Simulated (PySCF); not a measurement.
**Broadened absorption spectrum of C2H11NSSi2**

Compound: C2H11NSSi2.
Cartesian coordinates in Å at the GFN2-xTB level; atoms count from 1:
```
atom  x, y, z in Å
C1    -0.980    0.952   -0.806
N2    -0.876   -0.138    0.137
C3    -2.106   -0.359    0.858
Si4    0.250   -1.419   -0.037
S5     2.087   -0.613   -0.806
Si6    2.763    0.683    0.758
H7    -1.768    0.770   -1.546
H8    -1.218    1.877   -0.273
H9    -0.035    1.077   -1.329
H10   -1.957   -1.132    1.608
H11   -2.416    0.564    1.355
H12   -2.915   -0.674    0.189
H13   -0.047   -2.474   -1.005
H14    0.468   -1.943    1.308
H15    3.008   -0.112    1.956
H16    3.981    1.250    0.207
H17    1.753    1.703    1.014
```

Computed with TDDFT PBE0/def2-SVPD, vertical, gas phase, core orbitals frozen in the response in PySCF 2.14.0, density-fitted response routines. The geometry optimisation had not met its thresholds, so the values belong to a structure short of the stationary point.

Computed states:

| state | E (eV) | f |
| --- | --- | --- |
| S1 | 5.49 | 0.015 |
| S2 | 5.65 | 0.0055 |
| S3 | 5.98 | 0.015 |
| S4 | 6.18 | 0.0011 |
| S5 | 6.29 | 0.024 |
| S6 | 6.47 | 0.021 |

Broadening: Gaussians 0.5 eV wide at half height, area fixed by f = 4.319×10⁻⁹ ∫ε dν̃. The width is an assumption, not a result. The curve ends short of the highest state used, and states not computed would add to its high-energy end.

Question: What does the envelope look like, and where are its maxima?

Answer: 
λ (nm), ε (L mol⁻¹ cm⁻¹) and a bar:
```
    211.3       1272 ##############################
    213.5       1198 ############################
    215.7       1164 ###########################
    217.9       1157 ###########################
    220.1       1160 ###########################
    222.2       1151 ###########################
    224.4       1115 ##########################
    226.6       1042 #########################
    228.8        933 ######################
    231.0        800 ###################
    233.2        655 ###############
    235.3        519 ############
    237.5        389 #########
    239.7        280 #######
    241.9        193 #####
    244.1        128 ###
    246.2         84 ##
    248.4         52 #
    250.6         31 #
    252.8         18 
    255.0         10 
    257.2          6 
    259.3          3 
    261.5          2
```

Maxima: 220 nm (5.63 eV), ε about 1200, made up of S1 (54%), S2 (26%) and S3 (19%) (hardly more than a shoulder) (ε in L mol⁻¹ cm⁻¹; maxima over ε = 5, shares over 10%). At its high-energy end, 5.87 eV, the curve is still rising (ε about 1300, from S1, S2, S3 and S5).

Question: Coming from long wavelengths, where does ε first pass 100 L mol⁻¹ cm⁻¹?

Answer: At about 245 nm (5.05 eV), 0.44 eV below S1.

Question: On this curve, what absorbance would a 10⁻⁴ mol/L sample give at 222 nm over a 1 cm path?

Answer: 222 nm is 5.585 eV, where ε is about 1200 L mol⁻¹ cm⁻¹, so A = ε c l ≈ 0.12 (Beer–Lambert, with the gas-phase spectrum and the assumed width).

Question: What would ε be at 5.63 eV, the highest of these maxima, with half the width (0.25 eV)?

Answer: About 1260 L mol⁻¹ cm⁻¹ against 1160, a factor of about 1.1; a lone state at its own centre would give exactly 2.

One conformer stands for the species.
